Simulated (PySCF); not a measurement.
# Relaxation of singlet TcH5

Computed with PBE0 in PySCF with Tc def2-TZVP with ECP28, H def2-TZVP; scalar-relativistic core potentials, no spin–orbit coupling; density-fitted integrals. A (50,194) grid was used.

A hand-made square pyramidal start, of C4v symmetry, held to at least that symmetry:

Coordinates in bohr (charge 0 multiplicity 1):
```
Tc    0.0000    0.0000   -0.0049
H     0.0000    0.0000    3.0186
H     2.9574    0.0000   -0.6336
H     0.0000    2.9574   -0.6336
H    -2.9574    0.0000   -0.6336
H     0.0000   -2.9574   -0.6336
```

What forces act on the atoms at the start (eV/Å)?


```json
{"atom": "Tc1", "Fx": "0.00", "Fy": "0.00", "Fz": "9.01"}
{"atom": "H2", "Fx": "0.00", "Fy": "0.00", "Fz": "0.78"}
{"atom": "H3", "Fx": "0.19", "Fy": "0.00", "Fz": "-2.45"}
{"atom": "H4", "Fx": "0.00", "Fy": "0.19", "Fz": "-2.45"}
{"atom": "H5", "Fx": "-0.19", "Fy": "0.00", "Fz": "-2.45"}
{"atom": "H6", "Fx": "0.00", "Fy": "-0.19", "Fz": "-2.45"}
```

What does it relax to?

It ends at C4v with Tc–H 1.592 Å (×4), Tc–H 1.646 Å; H–Tc–H 74.6° (×4), H–Tc–H 118.0° (×2), H–Tc–H 121.0° (×4). A frequency run shows 2 imaginary modes (one degenerate set), down to 465i cm⁻¹, so it is a higher-order saddle point. Other isomers or separated fragments may lie lower.

How much energy is released, and in how many steps?

231.4 kJ/mol in 7 steps.

The relaxation took about 26 core-seconds on a shared host.
